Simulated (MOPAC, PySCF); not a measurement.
C₂H₄Si₂, SMILES `C(#C)[SiH]=[SiH2]`, neutral singlet in the gas phase. 

Cartesian coordinates (Å):
```xyz
8

C      2.5470    -0.4012    -0.1124
C      1.4429     0.0897    -0.1233
Si    -0.1940     0.8406    -0.0319
Si    -1.9571    -0.4171     0.0544
H      3.5178    -0.8360    -0.1118
H     -0.2398     2.1429    -0.7264
H     -3.2520     0.2709     0.2502
H     -1.8648    -1.6898     0.8012
```
Charge 0, multiplicity 1.

All levels are single points at this geometry (B3LYP-D3(BJ)/def2-TZVP); Pople sets use spherical d functions. Orbital energies aren't observables, and empty levels follow the basis.

B3LYP/6-31G* in PySCF gives HOMO (eV) = -5.72.

Q: Estimate the HOMO (eV) from each of these levels: B3LYP-D3(BJ)/def2-TZVP in PySCF; B3LYP/6-311+G** in PySCF; B3LYP/LANL2DZ in PySCF; HF/6-31G* in PySCF; HF/STO-3G in PySCF; PM3 in MOPAC; PM6 in MOPAC; PM7 in MOPAC.

A: 
| level | HOMO (eV) |
|---|---|
| B3LYP-D3(BJ)/def2-TZVP in PySCF | -5.86 |
| B3LYP/6-311+G** in PySCF | -5.89 |
| B3LYP/LANL2DZ in PySCF | -6.00 |
| HF/6-31G* in PySCF | -7.41 |
| HF/STO-3G in PySCF | -4.05 |
| PM3 in MOPAC | -7.81 |
| PM6 in MOPAC | -7.06 |
| PM7 in MOPAC | -8.28 |
